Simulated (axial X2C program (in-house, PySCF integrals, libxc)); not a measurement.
## TaH: properties at the nuclei

Computed with an axial X2C code built on PySCF integrals: two-component X2C with atomic mean-field Coulomb and Gaunt terms, Gaussian nuclei, basis Ta dyall-cv3z, H dyall-v3z with contracted cores.

R = 1.773 Å (near the PBE0 minimum at charge 0 of the determinant lowest at the starting distance; the state shown can have its own minimum elsewhere).

Input and command:
```json
{"zs": [73, 1], "q": 0, "bas": ["dyall-cv3z", "dyall-v3z"], "r0": 1.78, "levels": ["PBE0", "HF", "LDA", "B3LYP", "PBE50"], "nst": 3}
```
```bash
python soeom.py task.json out
```

Keys: zs atomic numbers; q charge; bas basis sets; r0 starting distance in Å; levels methods; nst determinants followed.

Determinant lowest in the PBE0 search, Ω = 1 (⟨Sz⟩ = 1.98, ⟨Lz⟩ = -0.98 at PBE0), spin on the atoms Ta 1.99, H -0.01:

```csv
level,Eeff magnitude (GV/cm),Ws magnitude Ta (kHz),A∥/gI Ta (MHz),qzz Ta (a.u.),A∥/gI H (MHz),qzz H (a.u.),μ (D)
PBE0,29.7,27.6,3440,0.14,0.00442,0.09,-2.10
HF,32.6,30.6,3170,-1.57,-1.51,0.10,-2.22
LDA,28.6,26.5,3380,0.94,2.45,0.09,-1.80
B3LYP,31.9,30,3330,0.46,5.15,0.09,-2.01
PBE50,31.1,28.9,3480,-0.44,-0.675,0.09,-2.29
```

Determinant 0.09 eV from it at PBE0 and this distance, Ω = 2 (⟨Sz⟩ = -0.97, ⟨Lz⟩ = 2.97 at PBE0), spin on the atoms Ta -1.01, H 0.04:

```json
{"level": "PBE0", "Eeff magnitude (GV/cm)": "11", "Ws magnitude Ta (kHz)": "5.54", "A∥/gI Ta (MHz)": "873", "qzz Ta (a.u.)": "-4.77", "A∥/gI H (MHz)": "7.77", "qzz H (a.u.)": "0.08", "μ (D)": "-1.28"}
{"level": "HF", "Eeff magnitude (GV/cm)": "91.6", "Ws magnitude Ta (kHz)": "46", "A∥/gI Ta (MHz)": "642", "qzz Ta (a.u.)": "-5.97", "A∥/gI H (MHz)": "11.7", "qzz H (a.u.)": "0.09", "μ (D)": "-1.02"}
{"level": "LDA", "Eeff magnitude (GV/cm)": "4.87", "Ws magnitude Ta (kHz)": "2.56", "A∥/gI Ta (MHz)": "891", "qzz Ta (a.u.)": "-3.91", "A∥/gI H (MHz)": "6.85", "qzz H (a.u.)": "0.07", "μ (D)": "-1.16"}
{"level": "B3LYP", "Eeff magnitude (GV/cm)": "8.55", "Ws magnitude Ta (kHz)": "4.37", "A∥/gI Ta (MHz)": "888", "qzz Ta (a.u.)": "-4.60", "A∥/gI H (MHz)": "7.15", "qzz H (a.u.)": "0.08", "μ (D)": "-1.29"}
{"level": "PBE50", "Eeff magnitude (GV/cm)": "25.5", "Ws magnitude Ta (kHz)": "12.7", "A∥/gI Ta (MHz)": "878", "qzz Ta (a.u.)": "-5.61", "A∥/gI H (MHz)": "8.62", "qzz H (a.u.)": "0.08", "μ (D)": "-1.27"}
```

Eeff is the effective electric field on the electron electric dipole moment in this Ω state and Ws the scalar–pseudoscalar constant of the nucleus named (defined with the proton number Z and per Ω); A∥ (defined per Ω) follows by multiplying with gI = μI/(I μN); qzz is the electric field gradient, eQq0 = 234.96 MHz × Q/barn × qzz; μ is positive if the H end (last atom) is positive. The operators were transformed with the bare-nucleus X2C matrices; with these basis sets, hyperfine constants and field gradients can be off by tens of per cent, and where levels differ in sign neither size nor sign is settled.

Problem. With gI(181Ta) = 0.6773 (g factors from the IAEA table of nuclear moments by Stone), turn the PBE0 values of the first state into constants in MHz.

Solution. A∥(181Ta) = 3440 × 0.6773 = 2330 MHz.

Each state is one determinant with collinear spin, which with several unpaired electrons need not be a pure state. Unrestricted Hartree–Fock can overshoot spin polarisation at the nuclei. With several open shells hyperfine constants can be off by a factor of several. Where Eeff spreads by more than a factor of two the levels disagree and none is to be relied on. Open-shell Ω = 0 determinants with evenly filled partner blocks cannot be reached by this program, so the Ω shown need not be the lowest component. At B3LYP, LDA a later determinant lies lower. States lie within half an eV, so the first need not be the ground state. Further determinants of the search, some of them spin-mixed, are not shown. Where a field gradient or hyperfine factor spreads by more than a factor of two over the levels, a constant derived from it is not to be relied on. PBE0 term energies can be off by some tenths of an eV.
